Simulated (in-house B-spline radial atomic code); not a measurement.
Configurations of Mn, with energies counted from [Ar] 3d5 4s2. Method: non-relativistic RPBE, spin-polarised, spherical fractional occupations, point nucleus. Calculated with a B-spline radial code for spherical atoms. Shells without spins written out take the highest spin.

Occupations are held fixed; configurations that lie above the ionisation limit could autoionise.

| configuration | E - E(ref) (eV) | highest orbital | its <r> (bohr) |
| --- | --- | --- | --- |
| [Ar] 3d(4 up, 1 down) 4s2 | 3.6482 | 4s down | 3.249 |
| [Ar] 3d(4 up, 2 down) 4s(1 up, 0 down) | 3.8244 | 3d down | 1.415 |
| [Ar] 3d(3 up, 2 down) 4s2 | 5.4842 | 4s down | 3.176 |
| [Ar] 3d5 4s1 4f1 | 6.1589 | 4f up | 16.38 |
| [Ar] 3d5 4s1 5f1 | 6.4457 | 5f up | 27.62 |
| [Ar] 3d4 4s2 4f1 | 13.929 | 4f up | 16.38 |
| [Ne] 3s2 3p5 3d5 4s2 5p1 | 55.32 | 5p up | 9.75 |
| [Ne] 3s2 3p5 3d5 4s2 5f1 | 56.726 | 5f up | 27.64 |

(1) Order these further configurations by energy, lowest first.
A. [Ar] 3d(2 up, 2 down) 4s2 5s(0 up, 1 down)
B. [Ne] 3s2 3p5 3d5 4s2 4p1
C. [Ar] 3d(0 up, 4 down) 4s2 4f(1 up, 0 down)
D. [Ar] 3d6 4s1
E. [Ar] 3d5 4s1 4d1

(2) How far above the reference does [Ne] 3s2 3p5 3d6 4s2 lie?

(3) How far above the reference does [Ar] 3d4 4s2 4p1 lie?

(4) How far above the reference does [Ar] 3d(4 up, 0 down) 4s2 5d(1 up, 0 down) lie?

Answers

(1) D (1.1701 eV), E (5.3873 eV), C (13.928 eV), A (16.324 eV), B (51.681 eV).

(2) 46.914 eV; its least bound orbital is 4s down with <r> = 3.267 bohr.

(3) 9.2398 eV; its least bound orbital is 4p up with <r> = 3.698 bohr.

(4) 13.72 eV; its least bound orbital is 5d up with <r> = 16.58 bohr.
